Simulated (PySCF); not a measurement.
**Correlation energy of As (arsenic, neutral)**

[Ar] 3d10 4s2 4p2 5s1, high-spin 4P determinant (an excited configuration). Calculation: PySCF 2.14, in aug-cc-pwCVDZ-PP with ECP10MDF (6s5p4d1f, 48 functions); scalar relativity through the core potential. Frozen: 3s2 3p6 3d10; 5 electrons correlated.

MP2 pair energies summed by pair of shells (mhartree):

```
 pair  energy  share (%)
4s-4p  -27.86       48.9
4s-4s  -14.14       24.8
4s-5s   -5.36        9.4
4p-5s   -4.95        8.7
4p-4p   -4.68        8.2
```

Total MP2 correlation energy: -56.98 mhartree.

Same-spin part -13.70 and opposite-spin part -43.28 mhartree; SCS-MP2 scales them by 1/3 and 6/5 to -56.51 mhartree.
